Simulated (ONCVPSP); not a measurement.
What the settings do to the ONCV potential of Ce (Z = 58)

Base potential:

* Element: cerium (Ce)
* Generator: ONCVPSP 4.0.1
* Type: optimised norm-conserving Vanderbilt (ONCV)
* Functional: PBEsol
* Relativity: scalar-relativistic
* Frozen core: [Kr] 4d10
* Valence charge: 12
* Reference configuration: 4f1 5s2 5p6 5d1 6s2
* Partial waves: 5s+6s: rc 2.45 bohr, ncon 3, nbas 7, qcut 5.2 1/bohr, 2 projectors; 5p: rc 2.75 bohr, ncon 4, nbas 7, qcut 6 1/bohr, 1 projector; 5d: rc 2.70 bohr, ncon 4, nbas 7, qcut 3 1/bohr, 1 projector; 4f: rc 1.30 bohr, ncon 4, nbas 8, qcut 11.5 1/bohr, local
* Local potential: the f channel
* Core correction: Teter function, fcfact 1.75, rcfact 1.25

All-electron outer shells of the reference configuration (PBEsol, scalar-relativistic, ld1.x):

```tsv
shell	level (eV)	outermost node (bohr)	outermost maximum (bohr)
4d	-110.40	0.31	0.66
5s	-40.61	0.75	1.37
5p	-23.22	0.81	1.55
4f	-5.42	–	0.71
6s	-3.77	1.82	3.72
5d	-3.07	0.92	2.18
```

Cutoffs, loose and tight: the cutoffs (Ha) at which the residual kinetic energy of the hardest occupied pseudo-wave falls to 1 and 0.1 mHa per electron. They do not see the model core or the augmentation charge, which bear on the density cutoff. Test errors are all-electron minus pseudo excitation energies from the reference, over the configurations 4f1 5s2 5p6 5d1 6s1; 4f1 5s2 5p6 5d1 6s0; 4f1 5s2 5p6 5d0 6s0; 4f1 5s2 5p6 5d1 6s1 6p1. A dash means not determined; rows that change the core or the reference have their own tests.

A true bound ghost makes a file unfit for plane-wave use even where its test errors are small: the radial tests pick states by their node count and pass the ghost by.

```tsv
change	outcome	cutoff, loose	cutoff, tight	bound ghosts	GHOST(+) flags above zero	largest test error (meV)
base	generated	63 Ha	114 Ha	s, p, d	none	+37
f: rc 1.06	generated	222 Ha	259 Ha	s, p, d	none	+39
f: rc 1.14	generated	163 Ha	213 Ha	s, p, d	none	+39
f: rc 1.42	generated	57 Ha	63 Ha	s, p	none	4 of 4 tests not solved or not reliable
f: rc 1.54	generated	54 Ha	59 Ha	s, p	d	+26
f: rc 1.62	generated	51 Ha	57 Ha	s, p	d	+20
f: rc 1.78	generated	48 Ha	53 Ha	s, p	d	+8.1
```

(1) What comes out with this change to the base: f: rc 0.9?

(2) What comes out with this change to the base: f: rc 1.88?

Answers

(1) outcome: generated; cutoff, loose: 338 Ha; cutoff, tight: 440 Ha; bound ghosts: s, p, d; GHOST(+) flags above zero: none; largest test error (meV): +38.

(2) outcome: generated; cutoff, loose: 45 Ha; cutoff, tight: 51 Ha; bound ghosts: p; GHOST(+) flags above zero: s, d; largest test error (meV): -6.7.

Reading the sweep of the f radius (base included, trends over the rows without a ghost): Bound ghosts are found at 0.9, 1.06, 1.14, 1.3, 1.42, 1.54, 1.62, 1.78, 1.88 bohr. Every judged row has one, so this setting neither creates nor removes them.
